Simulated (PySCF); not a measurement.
Compound: C₂H₉ClFSi₃ (doublet state).
Structure used (GFN2-xTB), in Å, numbered top down from 1:
```
atom  x, y, z in Å
C1    -2.3153   -0.0674   -0.7406
C2    -1.6613   -0.9787    0.1564
F3    -0.6174   -1.6735   -0.4525
Si4   -0.8112    0.0191    1.6436
Si5    0.9742    1.1081    0.6274
Si6    2.7064   -0.1610   -0.2985
Cl7    1.7592    2.3529    2.0720
H8    -3.3058    0.2707   -0.5179
H9    -1.7742    0.3760   -1.5518
H10   -2.3266   -1.7319    0.5833
H11   -1.9362    0.7579    2.2339
H12   -0.4366   -0.9887    2.6490
H13    0.4286    2.0665   -0.3542
H14    2.2547   -1.5224   -0.5701
H15    3.8624   -0.2340    0.6016
H16    3.1916    0.4153   -1.5580
```

The hyperfine couplings belong to this conformer and change with its torsions.

As a line formula: `[CH2][C@@H](F)[SiH2][Si@H]([SiH3])Cl` [radical].

Method used: UKS B3LYP, pcH-1 on C Cl F H Si, non-relativistic, mean-field spin-orbit, GIAO (PySCF). Isolated species at its GFN2-xTB geometry (one conformer only). GFN2-xTB frequencies show an imaginary mode (38i cm⁻¹), so this geometry is no minimum at that level. A GFN2-xTB geometry isn't a minimum of the functional, and hyperfine couplings can be far from their values at a DFT geometry. Stability of the SCF solution: not tested.

**Question.** Predict the first-order ENDOR lines of F3, H10, H8/H9, H12, H11, H13 and Cl7 under fast tumbling at B = 1217.4 mT (Q band).

**Answer.** For S = 1/2 in fast tumbling each set of equivalent nuclei gives two lines, ν± = |νn ± a/2| to first order, with νn = g_N μN B/h and μN/h = 7.62259 MHz/T.

| nuclei | isotope | g_N | νn (MHz) | a_iso (MHz) | lower line (MHz) | upper line (MHz) |
| --- | --- | --- | --- | --- | --- | --- |
| F3 | 19F | 5.2577 | 48.79 | 103.83 | 3.12 | 100.70 |
| H10 | 1H | 5.5857 | 51.83 | 86.21 | 8.73 | 94.94 |
| H8/H9 | 1H | 5.5857 | 51.83 | -57.85 | 22.91 | 80.76 |
| H12 | 1H | 5.5857 | 51.83 | 31.25 | 36.21 | 67.46 |
| H11 | 1H | 5.5857 | 51.83 | -4.45 | 49.61 | 54.06 |
| H13 | 1H | 5.5857 | 51.83 | 2.04 | 50.82 | 52.85 |
| Cl7 | 35Cl | 0.5479 | 5.08 | 1.16 | 4.51 | 5.66 |

**Question.** Which pairs are centred on the nuclear Larmor frequency, and which on half the coupling?

**Answer.** Centred on νn, since |a| < 2νn: H10, H8/H9, H12, H11, H13 and Cl7. Centred on |a|/2 and split by 2νn: F3.

**Question.** At what field would the lower line of H8/H9 fall to zero frequency?

**Answer.** Where νn = |a|/2, that is B = 28.92 MHz/(5.5857 × 7.62259 MHz/T) = 679 mT, as far as first order holds there.

Means are taken over nuclei equivalent by connectivity, which assumes that they swap fast.

Main isotope only: 35Cl (natural samples also hold 24 % 37Cl, magnetic too, which adds its own pattern).

Time: 2.2 min of wall time (with the writing of density and orbital grids); peak memory 1.1 GiB. Hardware: one thread, Arm Neoverse V1 (aarch64) (shared host).
